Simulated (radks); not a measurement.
Task: All-electron atom: Cl in [Ne] 3p5 4p2 (not the ground configuration). Method: scalar-relativistic Kohn-Sham, BP86, spin-polarised, spherical densities, finite nucleus; open shells are filled with parallel spins first; Fermi nuclear charge, rms radius 3.3654 fm; computed with a radial shooting solver on a logarithmic mesh with Libxc functionals. Some entries of the table are withheld. Estimate them.

| orbital | occ. | eigenvalue (eV) | <r> (bohr) | r(max) (bohr) |
|---|---|---|---|---|
| 1s up | 1 | -2772.046 | 0.09094 | 0.05944 |
| 1s down | 1 | -2771.809 | 0.09094 | 0.05944 |
| 2s up | 1 | -271.5495 | 0.4438 | 0.3616 |
| 2s down | 1 | -271.3173 | 0.4436 | 0.3617 |
| 2p up | 3 | -210.5384 | 0.4063 | 0.3014 |
| 2p down | 3 | -210.2180 | 0.4062 | 0.3015 |
| 3s up | 0 | (1) | 1.434 | 1.242 |
| 3s down | 0 | (2) | 1.441 | 1.244 |
| 3p up | 3 | -22.1144 | 1.596 | 1.339 |
| 3p down | 2 | -20.8068 | 1.609 | 1.345 |
| 3d up | 0 | -4.5898 | 2.416 | 1.654 |
| 3d down | 0 | -3.5280 | 2.457 | 1.698 |
| 4p up | 2 | -2.5629 | 5.358 | 4.685 |

Result: 
(1) 3s up eigenvalue (eV): -35.4262
(2) 3s down eigenvalue (eV): -34.0267
